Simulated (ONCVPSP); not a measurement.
**beryllium (Be), ONCV: configuration errors across variants**

| Property | Result |
| --- | --- |
| Element | Be (Z = 4) |
| Generator | ONCVPSP 4.0.1 |
| Type | optimised norm-conserving Vanderbilt (ONCV) |
| Functional | PBEsol |
| Relativity | scalar-relativistic |
| Frozen core | [He] |
| Valence charge | 2 |
| Reference configuration | 2s2 |
| Partial waves | 2s: rc 2.05 bohr, ncon 4, nbas 7, qcut 3.3 1/bohr, 3 projectors, debl 0.5 Ha; p scattering state at 0.43 Ha: rc 1.75 bohr, ncon 3, nbas 7, qcut 4.6 1/bohr, local |
| Local potential | the p channel |
| Core correction | Teter function fitted to the true core (icmod 2), fcfact 0.7 |

In the p channel the program set the typed energies aside and used 0.050 Ha.

All-electron excitation energies from the reference (eV): (1) 2s1 9.458; (2) 2s1.5 3.721; (3) 2s1 2p1 3.594; (4) 2s0 2p2 7.212.

A true bound ghost makes a file unfit for plane-wave use even where its test errors are small: the radial tests pick states by their node count and pass the ghost by.

Errors AE − PS in meV (a dash: test not solved or not reliable):

```json
{"change": "base", "(1)": "+5.7", "(2)": "+0.9", "(3)": "-1.9", "(4)": "-2.5", "bound ghosts": "s", "GHOST(+) flags above zero": "none"}
{"change": "s: qcut 2.1; p: qcut 2.9", "(1)": "+0.3", "(2)": "+0.1", "(3)": "-5.2", "(4)": "-7.2", "bound ghosts": "none", "GHOST(+) flags above zero": "s"}
{"change": "s: qcut 2.5; p: qcut 3.5", "(1)": "+1.9", "(2)": "+0.3", "(3)": "-4.3", "(4)": "-7.2", "bound ghosts": "none", "GHOST(+) flags above zero": "s"}
{"change": "s: qcut 2.8; p: qcut 3.9", "(1)": "+3.1", "(2)": "+0.5", "(3)": "-3.6", "(4)": "-6.2", "bound ghosts": "s", "GHOST(+) flags above zero": "none"}
{"change": "s: qcut 3.1; p: qcut 4.3", "(1)": "+4.7", "(2)": "+0.7", "(3)": "-2.6", "(4)": "-4.1", "bound ghosts": "s", "GHOST(+) flags above zero": "none"}
{"change": "s: qcut 3.5; p: qcut 4.9", "(1)": "+6.6", "(2)": "+1.0", "(3)": "-1.3", "(4)": "-0.8", "bound ghosts": "none", "GHOST(+) flags above zero": "s"}
{"change": "s: qcut 3.7; p: qcut 5.2", "(1)": "+7.4", "(2)": "+1.1", "(3)": "-0.7", "(4)": "+0.7", "bound ghosts": "none", "GHOST(+) flags above zero": "s"}
{"change": "s: qcut 4.2; p: qcut 5.9", "(1)": "+9.0", "(2)": "+1.3", "(3)": "+0.3", "(4)": "+3.8", "bound ghosts": "none", "GHOST(+) flags above zero": "s"}
{"change": "s: qcut 4.7; p: qcut 6.6", "(1)": "+10", "(2)": "+1.5", "(3)": "+1.1", "(4)": "+5.9", "bound ghosts": "none", "GHOST(+) flags above zero": "none"}
```

Give the same row for: s: qcut 4.4; p: qcut 6.1.

+9.4, +1.4, +0.6, +4.6; bound ghosts: none; GHOST(+) flags above zero: none.
